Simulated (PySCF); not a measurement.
## S²⁺: excitation energy

S²⁺ [Ne] 3s2 3p2 (3P) → S²⁺ [Ne] 3s1 3p3 (5S), as a difference of total energies. All numbers are calculated (PySCF 2.14, the spin-free X2C one-electron Hamiltonian (Gaussian nucleus), in dyall-av3z (19s12p3d2f, 84 functions)). Correlated levels: valence: [Ne] frozen; virtual orbitals above 40 to 60 times the deepest correlated orbital energy dropped. The calculations carry no spin-orbit coupling.

| method | excitation energy (eV) |
| --- | --- |
| UHF | 5.387 |
| MP2 (valence) | 6.584 |
| SCS-MP2 (valence) | 7.144 |
| CCSD (valence) | 6.931 |
| CCSD(T) (valence) | 6.980 |

Question: How much does correlation contribute at CCSD(T) (valence)?

Answer: 6.980 − (5.387) = 1.593 eV, measured against UHF.

A first-order spin-orbit estimate (lowest level to lowest level, LS coupling) adds 0.062 eV.
